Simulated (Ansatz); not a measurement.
`OB[SiH](F)[AlH2]` + HCl → `OBCl` + `F[SiH2][AlH2]`  (cleavage of the B–Si bond)

Program: Ansatz. Geometries: PBE0-D4/def2-TZVP. ΔE: electronic, gas phase. CCSD(T)/CBS adds triple-zeta CCSD(T) − MP2 to the extrapolated MP2 energy (def2 sets, frozen cores). This one scheme is used for every species. DFT in def2-TZVPP. Each species was taken in one conformer, which may not be the lowest.

`OB[SiH](F)[AlH2]`:

```xyz
10

O    -2.001    0.784    0.364
B    -1.136    0.856   -0.673
Si    0.820    0.503   -0.274
F     1.675    0.614   -1.647
Al    1.199   -1.666    0.837
H    -2.915    0.962    0.125
H    -1.546    1.096   -1.780
H     1.314    1.594    0.624
H     0.630   -1.880    2.306
H     1.959   -2.863    0.118
```

HCl:

Cartesian coordinates in Å:
```
Cl -0.472 0.295 0.314
H 0.472 -0.295 -0.314
```

`OBCl`:

```xyz
5

O     0.584   -0.780   -0.422
B    -0.411    0.036   -0.048
Cl   -0.098    1.452    0.960
H     1.449   -0.516   -0.093
H    -1.524   -0.192   -0.397
```

`F[SiH2][AlH2]`:

Cartesian coordinates in Å:
```
F -0.890 -0.595 -1.933
Si 0.338 -0.217 -0.958
Al -0.444 0.302 1.324
H 1.285 -1.369 -0.983
H 1.053 0.934 -1.585
H -1.981 0.254 1.715
H 0.639 0.692 2.419
```

| level | ΔE (kJ/mol) | difference from CCSD(T)/CBS |
| --- | --- | --- |
| LDA (SPW92) | -113.2 | 5.2 |
| revPBE-D4 | -109.4 | 9.0 |
| B2PLYP | -123.8 | -5.4 |
| PBE | -112.3 | 6.1 |
| RPA@PBE/def2-TZVPP | -115.7 | 2.7 |
| HF/def2-SVP | -139.0 | -20.6 |
| CCSD/def2-SVP | -128.1 | -9.7 |
| CCSD(T)/def2-SVP | -127.4 | -9.0 |
| SCS-MP2/def2-TZVPP | -126.4 | -8.0 |
| MP2/def2-QZVPP | -127.2 | -8.8 |
| CCSD(T)/CBS | -118.4 | 0 |

(1) What do rigid-rotor, harmonic-oscillator terms from PBE0-D4/def2-TZVP frequencies (298.15 K, 1 bar) make of the CCSD(T)/CBS value? (Estimate.)

Largest T1 diagnostic among the species: 0.014.

Answers

(1) The calculation gave: ΔZPE = +5.4 kJ/mol, ΔH = -117.3 kJ/mol, ΔS = 8 J/(mol·K), ΔG = -119.8 kJ/mol. Modes under 50 cm⁻¹ make the entropy rough.

From PBE to PBE0 (25 % exact exchange), in def2-TZVPP and without D4, ΔE moves by −4.3 kJ/mol. In def2-TZVPP, CCSD(T) changes the Hartree–Fock value by +15.7 kJ/mol (the triples alone add +0.9 kJ/mol) and MP2 by +7.1 kJ/mol. At CCSD(T), def2-SVP lies −9.0 kJ/mol from the extrapolated value and def2-TZVPP −0.1 kJ/mol.
